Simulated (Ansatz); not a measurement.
Relaxation of BH₆NO₂ (10 atoms, charge 0, multiplicity 1), to a largest force component of 0.03 eV/Å in at most 50 steps.

All numbers below come from RHF/def2-SVP in Ansatz 0.2.0.

```xyz
10
Properties=species:S:1:pos:R:3:forces:R:3
B -0.149 -0.292 -0.061 -0.03 -0.50 0.54
O -0.018 -0.592 1.289 -0.10 -0.26 -0.64
H -0.831 -0.726 1.747 0.00 0.01 0.01
O 0.981 -0.237 -0.812 0.02 -0.01 -0.01
H 1.759 -0.439 -0.318 -0.01 0.01 0.00
N -1.400 -0.087 -0.681 0.00 0.01 0.01
H -2.269 -0.028 -0.196 0.01 -0.01 -0.01
H -1.460 0.132 -1.653 0.00 -0.01 -0.01
H 0.160 1.982 0.653 -0.10 1.11 -1.12
H 0.235 1.617 1.258 0.20 -0.37 1.24
```

Problem. Where does it end, and by what steps?

Solution. The forces met the threshold. The force dipped under the threshold on the way, but the program's further checks kept it going. After 27 steps the energy has fallen by 0.283 eV; H9 moved furthest, 2.02 Å.

```tsv
step	energy less start (eV)	largest force component (eV/Å)	accepted
0	0.0000	1.237	yes
1	-0.1608	0.364	yes
2	-0.2027	0.713	yes
3	-0.2440	0.145	yes
4	-0.2560	0.069	yes
5	-0.2603	0.088	yes
6	-0.2605	0.203	yes
7	-0.2657	0.128	yes
8	-0.2417	1.321	no
9	-0.2685	0.037	yes
10	-0.2698	0.282	yes
11	-0.2727	0.188	yes
12	-0.2739	0.281	yes
13	-0.2764	0.326	yes
14	-0.2794	0.006	yes
15	-0.2804	0.032	yes
16	-0.2797	0.237	no
17	-0.2812	0.078	yes
18	-0.2815	0.113	yes
19	-0.2819	0.083	yes
20	-0.2823	0.018	yes
21	-0.2826	0.032	yes
22	-0.2827	0.037	yes
23	-0.2828	0.032	yes
24	-0.2830	0.037	yes
25	-0.2832	0.075	yes
26	-0.2833	0.036	yes
27	-0.2833	0.021	yes
```

```xyz
10
Properties=species:S:1:pos:R:3
B -0.278 -0.503 -0.344
O -0.139 -0.120 0.964
H -0.942 0.019 1.436
O 0.852 -0.722 -1.069
H 1.640 -0.582 -0.568
N -1.534 -0.680 -0.967
H -2.415 -0.549 -0.519
H -1.599 -0.963 -1.922
H 0.746 3.053 2.264
H 0.677 2.377 1.951
```

Whether the end is a true minimum wasn't checked by a vibrational analysis.

Time of the run: 41 s on 1 thread of Arm Neoverse V1, with other jobs on the host, peak memory 0.14 GiB.
